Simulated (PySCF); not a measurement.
Molfile (atoms numbered from 1):
```
C5H5FP2
     RDKit          3D

 13 13  0  0  0  0  0  0  0  0999 V2000
   -2.1690   -0.5034   -0.1057 C   0  0  0  0  0  0  0  0  0  0  0  0
   -0.7059   -0.1597   -0.0349 C   0  0  0  0  0  0  0  0  0  0  0  0
   -0.3635    1.1632    0.1246 C   0  0  0  0  0  0  0  0  0  0  0  0
    1.1917    1.9239    0.2459 P   0  0  0  0  0  0  0  0  0  0  0  0
    2.2713    0.5718    0.1128 C   0  0  0  0  0  0  0  0  0  0  0  0
    1.9267   -0.7416   -0.0458 C   0  0  0  0  0  0  0  0  0  0  0  0
    2.9590   -1.6253   -0.1294 F   0  0  0  0  0  0  0  0  0  0  0  0
    0.3750   -1.5298   -0.1668 P   0  0  0  0  0  0  0  0  0  0  0  0
   -2.3098   -1.5749   -0.2391 H   0  0  0  0  0  0  0  0  0  0  0  0
   -2.6764   -0.1973    0.8090 H   0  0  0  0  0  0  0  0  0  0  0  0
   -2.6427    0.0158   -0.9386 H   0  0  0  0  0  0  0  0  0  0  0  0
   -1.1923    1.8637    0.1892 H   0  0  0  0  0  0  0  0  0  0  0  0
    3.3315    0.7939    0.1610 H   0  0  0  0  0  0  0  0  0  0  0  0
  1  2  1  0
  2  3  2  0
  3  4  1  0
  4  5  2  0
  5  6  1  0
  6  7  1  0
  6  8  2  0
  8  2  1  0
  1  9  1  0
  1 10  1  0
  1 11  1  0
  3 12  1  0
  5 13  1  0
M  END
```

All values are calculated (PySCF 2.14.0 with density-fitted response routines): GIAO PBE0/pcSseg-1 shieldings, GFN2-xTB structure. Isolated molecule, single conformer, fast rotation and ring inversion assumed for equivalent nuclei, non-relativistic.

Referencing at the same level of theory: 13C (σ = 186.93 ppm) against TMS.

Do the 13C shifts follow the atomic charges (in e)? Tabulate both.

Answers


```csv
atoms,hybridisation,δ (ppm),σ para (ppm),Hirshfeld,IAO,Mulliken,ESP-fitted
C6,sp2,209.8,-283,+0.03,+0.09,+0.07,+0.26
C2,sp2,188.2,-266,-0.03,-0.17,-0.53,+0.21
C3,sp2,162.4,-236,-0.11,-0.39,-0.33,-0.18
C5,sp2,146.6,-223,-0.13,-0.42,-0.42,-0.16
C1,sp3,30.3,-89,-0.12,-0.42,-0.17,-0.48
```

Correlation coefficients of δ with charge over these carbons: Hirshfeld +0.66, IAO +0.69, Mulliken -0.03, ESP-fitted +0.92; with the paramagnetic shielding -1.00. Among the 4 sp2 carbons alone: Hirshfeld +0.99, IAO +0.97, Mulliken +0.62, ESP-fitted +0.94. With so few points, grouped by hybridisation, these coefficients are fragile. Charge is one influence among several: hybridisation and low-lying excitations act through the paramagnetic term.

Shifts are as computed. Against solution values, carbons near 30 ppm lie about +3 ppm off and those near 130 ppm about +5 ppm. Of 1211 compounds with measured shifts, 218 miss one by over three times the rms of a fit or turn the order of signals round; such compounds aren't used in these exercises.
